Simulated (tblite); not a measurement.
A geometry optimisation, step by step.

C5H5NO2Si.
Numbering: `[N:1]#[C:2][Si@H:3]1[CH:4]=[C:5]([O:6][CH:7]=[O:8])[CH2:9]1` (hydrogens: H10 on Si3; H11 on C4; H12 on C7; H13, H14 on C9)

Computed with GFN2-xTB (tblite), gas phase: L-BFGS steps from a force-field or distance-geometry start until the largest atomic force falls under 0.01 eV/Å. 11 of its 112 geometries are shown.

Step 0: E = -704.1030 eV, largest atomic force 6.948 eV/Å
```
atom  x, y, z in Å  |  force x, y, z in eV/Å
N1     -4.053   -0.497   -0.596   -0.370  -0.093  -0.202
C2     -3.062   -0.304   -0.062   -0.341   0.063  -0.056
Si3    -1.477    0.009    0.809   -3.056  -0.285   3.036
C4     -0.137   -0.903    0.081    0.710  -6.906   0.284
C5      0.476    0.101   -0.414    2.922   1.339  -2.280
O6      1.683    0.152   -1.181    1.335  -0.471   1.521
C7      2.784   -0.340   -0.483   -3.335  -1.238   4.634
O8      2.584   -0.759    0.710    1.513   1.588  -4.661
C9     -0.394    1.194   -0.021    1.021   5.106  -1.672
H10    -1.591    0.057    2.271   -0.113   0.036  -0.189
H11     0.108   -1.989    0.075    0.123   0.925  -0.183
H12     3.782   -0.377   -0.918   -0.514   0.306  -0.502
H13    -0.858    1.721   -0.915    0.709  -0.125   0.971
H14     0.153    1.935    0.622   -0.604  -0.247  -0.702
```

Step 11: E = -705.3641 eV, largest atomic force 0.160 eV/Å
```
atom  x, y, z in Å  |  force x, y, z in eV/Å
N1     -4.081   -0.499   -0.614   -0.056   0.028   0.030
C2     -3.119   -0.287   -0.029   -0.141  -0.027  -0.068
Si3    -1.504   -0.015    0.847   -0.007   0.065  -0.001
C4     -0.128   -1.023    0.064   -0.010   0.051   0.021
C5      0.472    0.066   -0.424    0.036  -0.063   0.067
O6      1.701    0.142   -1.056   -0.011   0.083   0.019
C7      2.731   -0.362   -0.381   -0.006  -0.018  -0.043
O8      2.708   -0.795    0.731    0.144  -0.019  -0.066
C9     -0.372    1.257   -0.067    0.066   0.016  -0.027
H10    -1.641    0.071    2.291   -0.064   0.022   0.043
H11     0.213   -2.040    0.019    0.016  -0.020  -0.011
H12     3.627   -0.301   -1.020    0.039   0.025   0.027
H13    -0.772    1.800   -0.920   -0.028  -0.106  -0.092
H14     0.164    1.986    0.537    0.024  -0.038   0.101
```

Step 22: E = -705.4071 eV, largest atomic force 0.202 eV/Å
```
atom  x, y, z in Å  |  force x, y, z in eV/Å
N1     -4.204   -0.459   -0.569    0.012   0.033   0.022
C2     -3.201   -0.273   -0.048    0.093  -0.020   0.016
Si3    -1.557   -0.026    0.808   -0.045   0.095  -0.061
C4     -0.129   -1.034    0.108    0.072   0.095  -0.027
C5      0.515    0.051   -0.336   -0.079  -0.023   0.015
O6      1.735    0.175   -0.972   -0.092   0.029  -0.030
C7      2.816   -0.354   -0.411   -0.067  -0.029   0.012
O8      2.880   -0.876    0.659    0.071  -0.068   0.016
C9     -0.365    1.233   -0.052    0.030   0.033  -0.045
H10    -1.765    0.117    2.244   -0.015  -0.024  -0.017
H11     0.195   -2.052    0.050    0.068  -0.183   0.053
H12     3.665   -0.210   -1.099    0.040   0.019   0.009
H13    -0.709    1.717   -0.964   -0.047   0.037  -0.017
H14     0.123    1.989    0.559   -0.041   0.007   0.053
```

Step 33: E = -705.4184 eV, largest atomic force 0.098 eV/Å
```
atom  x, y, z in Å  |  force x, y, z in eV/Å
N1     -4.232   -0.421   -0.546   -0.013  -0.014  -0.055
C2     -3.199   -0.275   -0.074   -0.018   0.015   0.042
Si3    -1.565   -0.028    0.787    0.012   0.027  -0.010
C4     -0.108   -1.030    0.142    0.024  -0.083   0.044
C5      0.521    0.053   -0.324   -0.023   0.017  -0.007
O6      1.742    0.188   -0.949    0.008   0.034  -0.005
C7      2.830   -0.370   -0.428    0.014   0.036  -0.021
O8      2.921   -0.964    0.602   -0.056  -0.035  -0.030
C9     -0.376    1.231   -0.073   -0.066   0.030   0.066
H10    -1.815    0.111    2.219    0.010   0.001  -0.030
H11     0.236   -2.047    0.136    0.036  -0.035   0.015
H12     3.671   -0.157   -1.109    0.027  -0.023   0.002
H13    -0.707    1.732   -0.981    0.014  -0.029   0.006
H14     0.081    1.975    0.575    0.031   0.058  -0.018
```

Step 44: E = -705.4309 eV, largest atomic force 0.140 eV/Å
```
atom  x, y, z in Å  |  force x, y, z in eV/Å
N1     -4.237   -0.385   -0.582    0.039  -0.022   0.001
C2     -3.209   -0.272   -0.089    0.008  -0.005  -0.058
Si3    -1.573   -0.039    0.776    0.029  -0.100   0.093
C4     -0.054   -1.015    0.216   -0.065  -0.006   0.054
C5      0.539    0.076   -0.281   -0.078  -0.021  -0.033
O6      1.753    0.262   -0.900   -0.001   0.007   0.063
C7      2.824   -0.396   -0.470    0.037  -0.030   0.020
O8      2.890   -1.147    0.454    0.003  -0.004  -0.056
C9     -0.398    1.228   -0.074   -0.016   0.063  -0.014
H10    -1.865    0.108    2.197    0.016   0.019   0.027
H11     0.338   -2.014    0.276   -0.024   0.004  -0.040
H12     3.672   -0.101   -1.108    0.085  -0.030  -0.017
H13    -0.717    1.702   -0.998   -0.026   0.032  -0.073
H14     0.035    1.994    0.562   -0.006   0.093   0.033
```

Step 56: E = -705.4544 eV, largest atomic force 0.135 eV/Å
```
atom  x, y, z in Å  |  force x, y, z in eV/Å
N1     -4.136   -0.407   -0.691   -0.005  -0.046  -0.009
C2     -3.150   -0.298   -0.119    0.004   0.005   0.012
Si3    -1.567   -0.033    0.831   -0.013  -0.025  -0.035
C4     -0.016   -0.965    0.307    0.019   0.014  -0.020
C5      0.558    0.139   -0.192   -0.017   0.021  -0.018
O6      1.789    0.362   -0.761    0.004  -0.068   0.048
C7      2.809   -0.459   -0.522   -0.015  -0.050   0.038
O8      2.822   -1.413    0.197   -0.003   0.091  -0.100
C9     -0.440    1.255   -0.060    0.011   0.015  -0.007
H10    -1.885    0.138    2.241   -0.010   0.013   0.024
H11     0.402   -1.954    0.361   -0.029   0.010   0.039
H12     3.680   -0.100   -1.098   -0.025   0.008   0.013
H13    -0.788    1.625   -1.022    0.023   0.011  -0.034
H14    -0.078    2.108    0.506    0.053   0.000   0.046
```

Step 67: E = -705.4664 eV, largest atomic force 0.079 eV/Å
```
atom  x, y, z in Å  |  force x, y, z in eV/Å
N1     -4.102   -0.511   -0.744   -0.036  -0.017  -0.017
C2     -3.141   -0.325   -0.150    0.040  -0.022   0.009
Si3    -1.587    0.003    0.827    0.001  -0.008   0.033
C4     -0.015   -0.934    0.382    0.007   0.011   0.045
C5      0.568    0.158   -0.131    0.021   0.007   0.010
O6      1.807    0.403   -0.665    0.051  -0.056   0.004
C7      2.796   -0.483   -0.575    0.001   0.015  -0.078
O8      2.775   -1.551   -0.046   -0.017  -0.018   0.025
C9     -0.432    1.274   -0.053   -0.023   0.007   0.004
H10    -1.932    0.184    2.233   -0.028   0.038  -0.017
H11     0.399   -1.917    0.507    0.024  -0.016  -0.048
H12     3.678   -0.058   -1.089   -0.022   0.004   0.029
H13    -0.736    1.629   -1.036   -0.019   0.046  -0.017
H14    -0.079    2.130    0.517    0.001   0.009   0.019
```

Step 78: E = -705.4742 eV, largest atomic force 0.087 eV/Å
```
atom  x, y, z in Å  |  force x, y, z in eV/Å
N1     -4.029   -0.639   -0.788   -0.016  -0.012  -0.008
C2     -3.098   -0.386   -0.173    0.020   0.006   0.011
Si3    -1.592    0.036    0.844    0.011   0.003  -0.007
C4     -0.008   -0.901    0.440    0.004   0.001   0.014
C5      0.576    0.184   -0.088    0.005  -0.017  -0.015
O6      1.821    0.414   -0.617   -0.001   0.059   0.017
C7      2.768   -0.517   -0.623    0.016   0.028  -0.054
O8      2.691   -1.640   -0.230   -0.002  -0.073   0.048
C9     -0.424    1.304   -0.030   -0.002  -0.012   0.003
H10    -1.998    0.283    2.223   -0.008   0.001  -0.015
H11     0.408   -1.885    0.557   -0.011   0.022   0.000
H12     3.675   -0.071   -1.067   -0.002  -0.005  -0.010
H13    -0.712    1.660   -1.017   -0.008   0.012   0.010
H14    -0.079    2.160    0.545   -0.004  -0.014   0.007
```

Step 89: E = -705.4753 eV, largest atomic force 0.032 eV/Å
```
atom  x, y, z in Å  |  force x, y, z in eV/Å
N1     -4.016   -0.675   -0.795    0.009   0.001   0.003
C2     -3.088   -0.402   -0.182   -0.009  -0.006  -0.011
Si3    -1.592    0.042    0.841   -0.004   0.004   0.002
C4     -0.003   -0.891    0.452   -0.003   0.009   0.007
C5      0.582    0.192   -0.078   -0.011   0.004  -0.016
O6      1.830    0.423   -0.600    0.001  -0.013   0.006
C7      2.762   -0.525   -0.635   -0.013   0.002  -0.029
O8      2.668   -1.654   -0.262    0.012   0.004   0.014
C9     -0.420    1.310   -0.023    0.000   0.005   0.009
H10    -2.021    0.304    2.210    0.001  -0.008  -0.003
H11     0.410   -1.875    0.576    0.007   0.005   0.002
H12     3.671   -0.087   -1.083   -0.005  -0.007   0.003
H13    -0.706    1.679   -1.007    0.025  -0.009   0.013
H14    -0.077    2.159    0.564   -0.008   0.011   0.001
```

Step 100: E = -705.4759 eV, largest atomic force 0.020 eV/Å
```
atom  x, y, z in Å  |  force x, y, z in eV/Å
N1     -4.011   -0.689   -0.801    0.011   0.002  -0.004
C2     -3.083   -0.408   -0.192   -0.004   0.000   0.000
Si3    -1.594    0.045    0.837   -0.005   0.000   0.002
C4      0.000   -0.884    0.461   -0.003   0.001  -0.004
C5      0.584    0.199   -0.071   -0.002   0.001  -0.003
O6      1.830    0.423   -0.601    0.000   0.000  -0.001
C7      2.755   -0.531   -0.643   -0.002   0.014  -0.010
O8      2.663   -1.655   -0.255    0.006  -0.017   0.009
C9     -0.417    1.317   -0.016    0.001   0.000   0.001
H10    -2.031    0.298    2.205   -0.005   0.003   0.005
H11     0.416   -1.867    0.584   -0.001  -0.005   0.005
H12     3.660   -0.103   -1.109    0.001   0.004  -0.004
H13    -0.691    1.691   -1.001   -0.004  -0.002   0.006
H14    -0.082    2.163    0.579    0.006   0.000  -0.001
```

Step 111: E = -705.4765 eV, largest atomic force 0.008 eV/Å
```
atom  x, y, z in Å  |  force x, y, z in eV/Å
N1     -3.985   -0.691   -0.826    0.005   0.004  -0.002
C2     -3.070   -0.406   -0.199   -0.003  -0.002   0.000
Si3    -1.594    0.049    0.848   -0.002  -0.003   0.001
C4     -0.004   -0.884    0.465    0.000  -0.001   0.000
C5      0.579    0.196   -0.074    0.000   0.001   0.002
O6      1.817    0.414   -0.624    0.002  -0.001   0.000
C7      2.751   -0.532   -0.649   -0.002   0.008   0.000
O8      2.677   -1.643   -0.221    0.000  -0.002   0.000
C9     -0.416    1.320   -0.005   -0.002  -0.001  -0.002
H10    -2.045    0.294    2.213    0.004   0.005   0.001
H11     0.409   -1.868    0.585    0.001  -0.004   0.002
H12     3.644   -0.111   -1.143   -0.003  -0.001  -0.002
H13    -0.698    1.702   -0.984    0.004   0.000  -0.002
H14    -0.068    2.160    0.592   -0.004  -0.002   0.002
```

Problem. Summarise the path.

Solution. The energy falls by 31.67 kcal/mol from step 0 to step 111; nine tenths of that is first reached at step 8. It rises by more than 0.2 meV at step 66. The largest force goes from 6.948 to 0.008 eV/Å. Among the bonds Si3–C9 changes most, from 1.807 to 1.932 Å; the atoms move by 0.498 Å rms after alignment.

Problem. Follow the three bonds and two angles with the largest change from start to end.

Solution. 
```json
{"step": "0", "E above end (kcal/mol)": "31.67", "largest force (eV/Å)": "6.948", "Si3–C9 (Å)": "1.807", "Si3–C4 (Å)": "1.777", "C7=O8 (Å)": "1.281", "O6–C7–H12 (°)": "122.4", "O6–C7–O8 (°)": "117.3"}
{"step": "5", "E above end (kcal/mol)": "5.78", "largest force (eV/Å)": "2.397", "Si3–C9 (Å)": "1.921", "Si3–C4 (Å)": "1.884", "C7=O8 (Å)": "1.191", "O6–C7–H12 (°)": "112.5", "O6–C7–O8 (°)": "124.9"}
{"step": "10", "E above end (kcal/mol)": "2.67", "largest force (eV/Å)": "0.241", "Si3–C9 (Å)": "1.934", "Si3–C4 (Å)": "1.879", "C7=O8 (Å)": "1.194", "O6–C7–H12 (°)": "108.1", "O6–C7–O8 (°)": "126.6"}
{"step": "14", "E above end (kcal/mol)": "2.36", "largest force (eV/Å)": "0.177", "Si3–C9 (Å)": "1.933", "Si3–C4 (Å)": "1.879", "C7=O8 (Å)": "1.192", "O6–C7–H12 (°)": "109.0", "O6–C7–O8 (°)": "126.9"}
{"step": "19", "E above end (kcal/mol)": "1.89", "largest force (eV/Å)": "0.177", "Si3–C9 (Å)": "1.935", "Si3–C4 (Å)": "1.893", "C7=O8 (Å)": "1.194", "O6–C7–H12 (°)": "107.8", "O6–C7–O8 (°)": "126.8"}
{"step": "24", "E above end (kcal/mol)": "1.52", "largest force (eV/Å)": "0.080", "Si3–C9 (Å)": "1.935", "Si3–C4 (Å)": "1.884", "C7=O8 (Å)": "1.192", "O6–C7–H12 (°)": "108.3", "O6–C7–O8 (°)": "127.1"}
{"step": "29", "E above end (kcal/mol)": "1.43", "largest force (eV/Å)": "0.090", "Si3–C9 (Å)": "1.927", "Si3–C4 (Å)": "1.885", "C7=O8 (Å)": "1.192", "O6–C7–H12 (°)": "107.9", "O6–C7–O8 (°)": "127.1"}
{"step": "34", "E above end (kcal/mol)": "1.31", "largest force (eV/Å)": "0.125", "Si3–C9 (Å)": "1.934", "Si3–C4 (Å)": "1.884", "C7=O8 (Å)": "1.192", "O6–C7–H12 (°)": "107.6", "O6–C7–O8 (°)": "127.7"}
{"step": "39", "E above end (kcal/mol)": "1.18", "largest force (eV/Å)": "0.090", "Si3–C9 (Å)": "1.934", "Si3–C4 (Å)": "1.886", "C7=O8 (Å)": "1.193", "O6–C7–H12 (°)": "108.3", "O6–C7–O8 (°)": "127.1"}
{"step": "43", "E above end (kcal/mol)": "1.09", "largest force (eV/Å)": "0.111", "Si3–C9 (Å)": "1.929", "Si3–C4 (Å)": "1.889", "C7=O8 (Å)": "1.193", "O6–C7–H12 (°)": "107.7", "O6–C7–O8 (°)": "127.3"}
{"step": "48", "E above end (kcal/mol)": "0.85", "largest force (eV/Å)": "0.380", "Si3–C9 (Å)": "1.936", "Si3–C4 (Å)": "1.874", "C7=O8 (Å)": "1.188", "O6–C7–H12 (°)": "107.5", "O6–C7–O8 (°)": "127.2"}
{"step": "53", "E above end (kcal/mol)": "0.57", "largest force (eV/Å)": "0.232", "Si3–C9 (Å)": "1.932", "Si3–C4 (Å)": "1.885", "C7=O8 (Å)": "1.195", "O6–C7–H12 (°)": "108.2", "O6–C7–O8 (°)": "127.4"}
{"step": "58", "E above end (kcal/mol)": "0.46", "largest force (eV/Å)": "0.095", "Si3–C9 (Å)": "1.931", "Si3–C4 (Å)": "1.884", "C7=O8 (Å)": "1.193", "O6–C7–H12 (°)": "107.7", "O6–C7–O8 (°)": "127.7"}
{"step": "63", "E above end (kcal/mol)": "0.34", "largest force (eV/Å)": "0.104", "Si3–C9 (Å)": "1.933", "Si3–C4 (Å)": "1.881", "C7=O8 (Å)": "1.193", "O6–C7–H12 (°)": "108.1", "O6–C7–O8 (°)": "128.2"}
{"step": "68", "E above end (kcal/mol)": "0.22", "largest force (eV/Å)": "0.052", "Si3–C9 (Å)": "1.930", "Si3–C4 (Å)": "1.883", "C7=O8 (Å)": "1.193", "O6–C7–H12 (°)": "107.8", "O6–C7–O8 (°)": "127.7"}
{"step": "72", "E above end (kcal/mol)": "0.14", "largest force (eV/Å)": "0.072", "Si3–C9 (Å)": "1.931", "Si3–C4 (Å)": "1.882", "C7=O8 (Å)": "1.193", "O6–C7–H12 (°)": "107.4", "O6–C7–O8 (°)": "127.7"}
{"step": "77", "E above end (kcal/mol)": "0.07", "largest force (eV/Å)": "0.106", "Si3–C9 (Å)": "1.932", "Si3–C4 (Å)": "1.883", "C7=O8 (Å)": "1.191", "O6–C7–H12 (°)": "107.7", "O6–C7–O8 (°)": "127.9"}
{"step": "82", "E above end (kcal/mol)": "0.04", "largest force (eV/Å)": "0.028", "Si3–C9 (Å)": "1.931", "Si3–C4 (Å)": "1.884", "C7=O8 (Å)": "1.193", "O6–C7–H12 (°)": "107.6", "O6–C7–O8 (°)": "127.8"}
{"step": "87", "E above end (kcal/mol)": "0.03", "largest force (eV/Å)": "0.024", "Si3–C9 (Å)": "1.931", "Si3–C4 (Å)": "1.884", "C7=O8 (Å)": "1.193", "O6–C7–H12 (°)": "107.8", "O6–C7–O8 (°)": "127.8"}
{"step": "92", "E above end (kcal/mol)": "0.02", "largest force (eV/Å)": "0.045", "Si3–C9 (Å)": "1.931", "Si3–C4 (Å)": "1.883", "C7=O8 (Å)": "1.192", "O6–C7–H12 (°)": "107.8", "O6–C7–O8 (°)": "127.7"}
{"step": "97", "E above end (kcal/mol)": "0.01", "largest force (eV/Å)": "0.020", "Si3–C9 (Å)": "1.932", "Si3–C4 (Å)": "1.884", "C7=O8 (Å)": "1.193", "O6–C7–H12 (°)": "107.8", "O6–C7–O8 (°)": "127.8"}
{"step": "101", "E above end (kcal/mol)": "0.01", "largest force (eV/Å)": "0.034", "Si3–C9 (Å)": "1.932", "Si3–C4 (Å)": "1.883", "C7=O8 (Å)": "1.192", "O6–C7–H12 (°)": "107.8", "O6–C7–O8 (°)": "127.7"}
{"step": "106", "E above end (kcal/mol)": "0.01", "largest force (eV/Å)": "0.016", "Si3–C9 (Å)": "1.932", "Si3–C4 (Å)": "1.883", "C7=O8 (Å)": "1.193", "O6–C7–H12 (°)": "107.8", "O6–C7–O8 (°)": "127.8"}
{"step": "111", "E above end (kcal/mol)": "0.00", "largest force (eV/Å)": "0.008", "Si3–C9 (Å)": "1.932", "Si3–C4 (Å)": "1.883", "C7=O8 (Å)": "1.193", "O6–C7–H12 (°)": "107.8", "O6–C7–O8 (°)": "127.8"}
```

The cost below is that of the whole relaxation. Hardware: an Arm Neoverse V1 with one thread, shared host with 32 logical CPUs at a one-minute load of 11. Cost: 0.81 s of wall time.
